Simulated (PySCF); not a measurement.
**Relaxation of doublet SiF₃**

Computed with UPBE/[Si def2-TZVP, F def2-TZVP], no relativity, density fitting, PySCF. A (50,194) grid was used.

A hand-made trigonal pyramidal start, of C3v symmetry, held to at least that symmetry:

Coordinates in bohr (charge 0 multiplicity 2):
```
Si    0.0000    0.0000   -1.0711
F     3.0034    0.0000    0.5258
F    -1.5017    2.6010    0.5257
F    -1.5017   -2.6010    0.5257
```

Optimiser trace:
| step | E − E(last) (kJ/mol) | largest gradient (Eh/bohr) |
| --- | --- | --- |
| 0 | 146.11 | 0.12989 |
| 1 | 6.68 | 0.02136 |
| 2 | 0.10 | 0.00402 |
| 3 | 0.00 | 0.00087 |
| 4 | 0.00 | 0.00001 |

It ends at C3v with Si–F 1.603 Å (×3); F–Si–F 108.0° (×3) (after a last refinement on a finer grid). A frequency run shows a minimum. Other isomers or separated fragments may lie lower.

Final geometry:
```xyz
4
charge 0 multiplicity 2, angstrom
Si    0.0000    0.0000   -0.3827
F     1.4974    0.0000    0.1882
F    -0.7487    1.2968    0.1882
F    -0.7487   -1.2968    0.1882
```

The relaxation took 12 s on 4 threads of a shared Arm Neoverse N1 host, with 130 basis functions and 6 gradients; the process peaked at 0.68 GiB. Launch command: `OMP_NUM_THREADS=4 python axn.py task.json out`.
